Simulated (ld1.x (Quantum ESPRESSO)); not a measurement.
## u(r) = r·R(r): atom against pseudo-atom (fluorine)

Columns: radius, all-electron u(r) and pseudo u(r) of the 2s shell (level -29.65 eV) of fluorine in the configuration [He] 2s2 2p5; LDA (PZ), scalar-relativistic, TM semilocal scheme, ld1.x (Quantum ESPRESSO) 7.5.

```tsv
r (bohr)	all-electron	pseudo
0.053	0.3928	-0.0692
0.105	0.4452	-0.1386
0.158	0.3283	-0.2123
0.210	0.1392	-0.2890
0.262	-0.0717	-0.3713
0.315	-0.2799	-0.4611
0.368	-0.4665	-0.5563
0.420	-0.6219	-0.6524
0.473	-0.7506	-0.7487
0.525	-0.8487	-0.8356
0.578	-0.9227	-0.9103
0.630	-0.9726	-0.9653
0.683	-1.0039	-1.0012
0.735	-1.0184	-1.0179
0.788	-1.0197	-1.0197
0.840	-1.0103	-1.0103
0.893	-0.9922	-0.9922
0.945	-0.9678	-0.9678
0.998	-0.9380	-0.9380
1.050	-0.9051	-0.9051
1.102	-0.8697	-0.8697
1.155	-0.8321	-0.8321
1.208	-0.7935	-0.7935
1.260	-0.7554	-0.7554
1.313	-0.7167	-0.7167
1.365	-0.6793	-0.6793
```

Question: How many radial nodes do the two functions have?

Answer: The all-electron 2s function has n − l − 1 = 1; the pseudo-wave has 0, since the states of the same l below it are removed with the core.

Question: At about which radius was the pseudo-wave matched?

Answer: 0.85 bohr. The columns agree to 0.0005 from 0.73 bohr on; several derivatives are matched, so the curves merge somewhat inside the radius.

Question: Is the pseudo-wave norm-conserving?

Answer: Yes: the TM semilocal scheme keeps the norm inside the radius equal to the all-electron one, which fixes the energy derivative of the logarithmic derivative at the level.
